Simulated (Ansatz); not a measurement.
C5H10O2, triplet, at a GFN2-xTB geometry (a higher spin typed on purpose: for a closed-shell molecule this is an excited state); R2SCAN/STO-3G run with Ansatz (a quantum-chemistry and plane-wave program).

The Ansatz input:
Ansatz 0.2 input:
```yaml
crystal:
  periodic: [false, false, false]
  atoms:
    - {symbol: C, position_ang: [-0.73625456, 0.18031274, 1.50162581]}
    - {symbol: C, position_ang: [-0.60520756, 0.18405462, -0.00498451]}
    - {symbol: C, position_ang: [-1.56034575, -0.77288188, -0.68318510]}
    - {symbol: C, position_ang: [-0.64173758, 1.56773273, -0.61747268]}
    - {symbol: C, position_ang: [0.96848711, -0.34934101, -0.39686554]}
    - {symbol: O, position_ang: [1.84217162, 0.55662477, 0.13610481]}
    - {symbol: O, position_ang: [1.02552288, -1.59639469, -0.19987370]}
    - {symbol: H, position_ang: [-0.06594003, 0.90706390, 1.95627426]}
    - {symbol: H, position_ang: [-1.75933852, 0.43698540, 1.78035443]}
    - {symbol: H, position_ang: [-0.51929729, -0.80943847, 1.89963957]}
    - {symbol: H, position_ang: [-2.57965495, -0.40056188, -0.57585168]}
    - {symbol: H, position_ang: [-1.49643221, -1.76237632, -0.23958998]}
    - {symbol: H, position_ang: [-1.33473584, -0.85712739, -1.74327402]}
    - {symbol: H, position_ang: [0.11509125, 2.21377824, -0.18104230]}
    - {symbol: H, position_ang: [-0.48193302, 1.52016241, -1.69168375]}
    - {symbol: H, position_ang: [-1.62417773, 2.00495061, -0.43322171]}
    - {symbol: H, position_ang: [2.25521264, 0.20545970, 0.94383816]}
basis:
  gaussian:
    orbitals: STO-3G
hamiltonian:
  xc: r2scan
magnetization: {spin_polarized: true, initial_magnetization: 2}
```

The log (banner, timings and long lists left out):

```
Functional definition: r2SCAN
650 factors; integrals over basis functions are off by at most 4.6e-5 eV
mean field evaluation 1: about -9312.6559 eV, gradient 1.1e1 eV
mean field evaluation 2: about -9310.2717 eV, gradient 2.4e1 eV
mean field evaluation 4: about -9313.5656 eV, gradient 3.2e0 eV
mean field evaluation 8: about -9313.4662 eV, gradient 6.7e-2 eV
mean field evaluation 16: about -9313.4663 eV, gradient 1.6e-4 eV
mean field -9313.46629117 eV, -342.2635733063 hartree, gradient 3.0e-5 eV, S^2 2.003657; 1 other end points of the search recorded, 0 dependent functions left out
reference -9313.46629851 eV, -342.2635735762 hartree; 29, 27 occupied and 16, 18 virtual orbitals, 650 factors
Total energy: -9313.46629851 eV, -342.2635735762 hartree
```
